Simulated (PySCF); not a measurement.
**C14H22O4S2: Orbital levels and atomic charges**

System: C14H22O4S2 (non-ionic photoacid generator), SMILES CCCCS(=O)(=O)c1ccccc1S(=O)(=O)CCCC.

Cartesian coordinates (Å):
```
  1 C    -4.7558    2.7922    0.0774
  2 C    -3.5415    1.9160    0.3566
  3 C    -3.9153    0.4357    0.3865
  4 C    -2.7127   -0.4411    0.6774
  5 S    -1.6379   -0.5007   -0.7864
  6 O    -2.4189   -1.0403   -1.8714
  7 O    -0.9745    0.7499   -1.0522
  8 C    -0.3602   -1.7402   -0.4363
  9 C    -0.5407   -2.9863   -1.0155
 10 C     0.3927   -3.9908   -0.8187
 11 C     1.5079   -3.7490   -0.0318
 12 C     1.6902   -2.5006    0.5395
 13 C     0.7636   -1.4921    0.3284
 14 S     1.0769    0.0789    1.1812
 15 O     2.1238   -0.2027    2.1329
 16 O    -0.1727    0.5248    1.7440
 17 C     1.6825    1.2907   -0.0282
 18 C     2.7469    0.6906   -0.9249
 19 C     4.0839    0.4437   -0.2219
 20 C     4.8023    1.7382    0.1452
 21 H    -4.4714    3.8407    0.0509
 22 H    -5.5102    2.6597    0.8504
 23 H    -5.1979    2.5346   -0.8820
 24 H    -2.7866    2.0764   -0.4118
 25 H    -3.0990    2.1913    1.3159
 26 H    -4.6755    0.2660    1.1540
 27 H    -4.3354    0.1395   -0.5777
 28 H    -2.1055   -0.0604    1.4921
 29 H    -2.9911   -1.4799    0.8371
 30 H    -1.4150   -3.1360   -1.6299
 31 H     0.2478   -4.9579   -1.2754
 32 H     2.2353   -4.5280    0.1371
 33 H     2.5383   -2.2867    1.1705
 34 H     2.0515    2.1199    0.5678
 35 H     0.8000    1.5858   -0.5865
 36 H     2.3661   -0.2510   -1.3304
 37 H     2.9093    1.3650   -1.7702
 38 H     3.9140   -0.1407    0.6820
 39 H     4.7219   -0.1359   -0.8932
 40 H     4.8876    2.3906   -0.7218
 41 H     4.2719    2.2693    0.9309
 42 H     5.8035    1.5206    0.5085
```

Method: PBE0/6-31G*, gas phase, PySCF, fitting set def2-universal-JFIT up to Ne and JKFIT beyond, grid level 1.

Q: Give the orbital energies near the gap.

A: 
| orbital | eV |
| --- | --- |
| HOMO-4 | -8.40 |
| HOMO-3 | -8.33 |
| HOMO-2 | -8.20 |
| HOMO-1 | -8.05 |
| HOMO | -7.93 |
| LUMO | -1.59 |
| LUMO+1 | -0.97 |
| LUMO+2 | 1.20 |
| LUMO+3 | 2.11 |

Q: Give the partial charges of the non-hydrogen atoms.

A: 
```json
{"atom": "C1", "Mulliken": "-0.53", "IAO": "-0.42", "Hirshfeld": "-0.10"}
{"atom": "C2", "Mulliken": "-0.34", "IAO": "-0.25", "Hirshfeld": "-0.06"}
{"atom": "C3", "Mulliken": "-0.36", "IAO": "-0.26", "Hirshfeld": "-0.05"}
{"atom": "C4", "Mulliken": "-0.57", "IAO": "-0.45", "Hirshfeld": "-0.06"}
{"atom": "S5", "Mulliken": "1.23", "IAO": "1.97", "Hirshfeld": "0.49"}
{"atom": "O6", "Mulliken": "-0.55", "IAO": "-0.90", "Hirshfeld": "-0.32"}
{"atom": "O7", "Mulliken": "-0.56", "IAO": "-0.89", "Hirshfeld": "-0.28"}
{"atom": "C8", "Mulliken": "-0.23", "IAO": "-0.23", "Hirshfeld": "-0.02"}
{"atom": "C9", "Mulliken": "-0.17", "IAO": "-0.13", "Hirshfeld": "-0.03"}
{"atom": "C10", "Mulliken": "-0.15", "IAO": "-0.13", "Hirshfeld": "-0.02"}
{"atom": "C11", "Mulliken": "-0.16", "IAO": "-0.13", "Hirshfeld": "-0.02"}
{"atom": "C12", "Mulliken": "-0.16", "IAO": "-0.13", "Hirshfeld": "-0.03"}
{"atom": "C13", "Mulliken": "-0.24", "IAO": "-0.23", "Hirshfeld": "-0.02"}
{"atom": "S14", "Mulliken": "1.22", "IAO": "1.97", "Hirshfeld": "0.49"}
{"atom": "O15", "Mulliken": "-0.56", "IAO": "-0.90", "Hirshfeld": "-0.31"}
{"atom": "O16", "Mulliken": "-0.56", "IAO": "-0.90", "Hirshfeld": "-0.30"}
{"atom": "C17", "Mulliken": "-0.57", "IAO": "-0.45", "Hirshfeld": "-0.06"}
{"atom": "C18", "Mulliken": "-0.37", "IAO": "-0.26", "Hirshfeld": "-0.05"}
{"atom": "C19", "Mulliken": "-0.34", "IAO": "-0.26", "Hirshfeld": "-0.06"}
{"atom": "C20", "Mulliken": "-0.53", "IAO": "-0.42", "Hirshfeld": "-0.10"}
```
